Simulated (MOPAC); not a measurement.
Input for MOPAC: AM1 on CH4GeO2 (SMILES C[O][Ge][OH]), a point of a torsion scan.

```
AM1 1SCF PRECISE CHARGE=0 THREADS=1
CH4GeO2

C     -1.19346928 1     0.13853624 1     0.29098832 1
O     -0.29917102 1    -0.86363242 1    -0.11635341 1
Ge     1.36974287 1    -1.44796765 1    -0.21123528 1
O      2.36524631 1     0.02552544 1    -0.29395401 1
H     -1.82972892 1    -0.24869387 1     1.09076147 1
H     -0.66862738 1     1.02740043 1     0.65419275 1
H     -1.82406953 1     0.42472352 1    -0.55485410 1
H      2.07996470 1     0.93671763 1    -0.27769483 1
```

The log:

```
*******************************************************************************
 **                                                                           **
 **                              MOPAC v23.2.5                                **
 **                                                                           **
 *******************************************************************************
 ** MOPAC's Digital Object Identifier: https://doi.org/10.5281/zenodo.6511958 **
 **                                                                           **
 ** Please cite the open-source release paper for use of this MOPAC version:  **
 ** J. E. Moussa and J. J. P. Stewart (2026)                                  **
 ** MOPAC: An open-source semiempirical molecular orbital program             **
 ** J. Open Source Softw., 11(119), 8025, https://doi.org/10.21105/joss.08025 **
 *******************************************************************************

                              AM1 CALCULATION RESULTS

 *******************************************************************************
 *  AM1        - The AM1 Hamiltonian to be used
 *
 *
 *
 *                 CHARGE ON SYSTEM = 0
 *
 *
 *
 *  PRECISE    - TIGHTER CRITERIA TO BE USED
 *  1SCF       - DO 1 SCF AND THEN STOP
 *  THREADS=1  - MULTI-THREADING NOT USED
 *  T=         - A TIME OF 172800.0 SECONDS REQUESTED
 *  DUMP=N     - RESTART FILE WRITTEN EVERY 7200.0 SECONDS REQUESTED
 *******************************************************************************
AM1 1SCF PRECISE CHARGE=0 THREADS=1
 CH4GeO2

   ATOM   CHEMICAL          X               Y               Z
  NUMBER   SYMBOL      (ANGSTROMS)     (ANGSTROMS)     (ANGSTROMS)

     1       C         -1.19346928  *   0.13853624  *   0.29098832  *
     2       O         -0.29917102  *  -0.86363242  *  -0.11635341  *
     3      Ge          1.36974287  *  -1.44796765  *  -0.21123528  *
     4       O          2.36524631  *   0.02552544  *  -0.29395401  *
     5       H         -1.82972892  *  -0.24869387  *   1.09076147  *
     6       H         -0.66862738  *   1.02740043  *   0.65419275  *
     7       H         -1.82406953  *   0.42472352  *  -0.55485410  *
     8       H          2.07996470  *   0.93671763  *  -0.27769483  *



          CARTESIAN COORDINATES

    NO.       ATOM           X           Y           Z

     1         C         -1.1935      0.1385      0.2910
     2         O         -0.2992     -0.8636     -0.1164
     3        Ge          1.3697     -1.4480     -0.2112
     4         O          2.3652      0.0255     -0.2940
     5         H         -1.8297     -0.2487      1.0908
     6         H         -0.6686      1.0274      0.6542
     7         H         -1.8241      0.4247     -0.5549
     8         H          2.0800      0.9367     -0.2777

  H: (AM1): M.J.S. DEWAR ET AL, J. AM. CHEM. SOC. 107 3902-3909 (1985)
  C: (AM1): M.J.S. DEWAR ET AL, J. AM. CHEM. SOC. 107 3902-3909 (1985)
  O: (AM1): M.J.S. DEWAR ET AL, J. AM. CHEM. SOC. 107 3902-3909 (1985)
 Ge: (AM1): M.J.S.Dewar and C.Jie, Organometallics, 8, 1544, (1989)

           Empirical Formula: C H4 O2 Ge  =     8 atoms



      MOLECULAR POINT GROUP   :   C1


      RHF CALCULATION, NO. OF DOUBLY OCCUPIED LEVELS = 12


 -------------------------------------------------------------------------------
 AM1 1SCF PRECISE CHARGE=0 THREADS=1
 CH4GeO2



     1SCF WAS SPECIFIED, SO BFGS WAS NOT USED
     SCF FIELD WAS ACHIEVED


                              AM1 CALCULATION
                                                       MOPAC v23.2.5 Linux




          FINAL HEAT OF FORMATION =        -89.80290 KCAL/MOL =    -375.73533 KJ/MOL


          COSMO AREA              =        117.29 SQUARE ANGSTROMS
          COSMO VOLUME            =        105.00 CUBIC ANGSTROMS

          IONIZATION POTENTIAL    =          8.434942 EV
          HOMO LUMO ENERGIES (EV) =         -8.435 -0.026
          NO. OF FILLED LEVELS    =         12
          MOLECULAR WEIGHT        =        120.6314         POINT GROUP:  C1

          MOLECULAR DIMENSIONS (Angstroms)

            Atom       Atom       Distance
            H     5    O     4     4.42611
           Ge     3    H     6     2.61375
            H     7    H     5     1.60185


          SCF CALCULATIONS        =          1





   ATOM   CHEMICAL          X               Y               Z
  NUMBER   SYMBOL      (ANGSTROMS)     (ANGSTROMS)     (ANGSTROMS)

     1       C         -1.19346928  *   0.13853624  *   0.29098832  *
     2       O         -0.29917102  *  -0.86363242  *  -0.11635341  *
     3      Ge          1.36974287  *  -1.44796765  *  -0.21123528  *
     4       O          2.36524631  *   0.02552544  *  -0.29395401  *
     5       H         -1.82972892  *  -0.24869387  *   1.09076147  *
     6       H         -0.66862738  *   1.02740043  *   0.65419275  *
     7       H         -1.82406953  *   0.42472352  *  -0.55485410  *
     8       H          2.07996470  *   0.93671763  *  -0.27769483  *

                             CARTESIAN COORDINATES

   1    C       -1.193469280     0.138536240     0.290988320
   2    O       -0.299171020    -0.863632420    -0.116353410
   3   Ge        1.369742870    -1.447967650    -0.211235280
   4    O        2.365246310     0.025525440    -0.293954010
   5    H       -1.829728920    -0.248693870     1.090761470
   6    H       -0.668627380     1.027400430     0.654192750
   7    H       -1.824069530     0.424723520    -0.554854100
   8    H        2.079964700     0.936717630    -0.277694830


           Empirical Formula: C H4 O2 Ge  =     8 atoms



      MOLECULAR POINT GROUP   :   C1


                  EIGENVALUES
 -36.72463 -34.70471 -27.03403 -17.39682 -16.63927 -15.31342 -15.28628 -12.72701
 -12.21893 -10.96305 -10.76030  -8.43494  -0.02593   1.24289   2.30463   4.36952
   4.60403   4.79612   6.07675   6.60031


              NET ATOMIC CHARGES AND DIPOLE CONTRIBUTIONS

  ATOM NO.   TYPE          CHARGE      No. of ELECS.   s-Pop       p-Pop
    1          C           0.066647        3.9334     1.20916     2.72419
    2          O          -0.722256        6.7223     1.84124     4.88102
    3         Ge           0.999052        3.0009     1.68464     1.31631
    4          O          -0.704153        6.7042     1.85959     4.84456
    5          H           0.055263        0.9447     0.94474
    6          H           0.018643        0.9814     0.98136
    7          H           0.057824        0.9422     0.94218
    8          H           0.228982        0.7710     0.77102
 DIPOLE           X         Y         Z       TOTAL
 POINT-CHG.     0.464    -2.820     0.366     2.881
 HYBRID        -1.574     4.072     0.119     4.368
 SUM           -1.110     1.252     0.485     1.742


          ATOMIC ORBITAL ELECTRON POPULATIONS

     Atom    s        px        py        pz
    1  C   1.20916   0.88987   0.86082   0.97349
    2  O   1.84124   1.51372   1.56056   1.80673
    3 Ge   1.68464   0.37755   0.72128   0.21747
    4  O   1.85959   1.70674   1.24545   1.89237
    5  H   0.94474
    6  H   0.98136
    7  H   0.94218
    8  H   0.77102

 **********************
 *                    *
 * JOB ENDED NORMALLY *
 *                    *
 **********************




 == MOPAC DONE ==
```

The run finished.

Cost: very roughly 0.020 core-seconds.
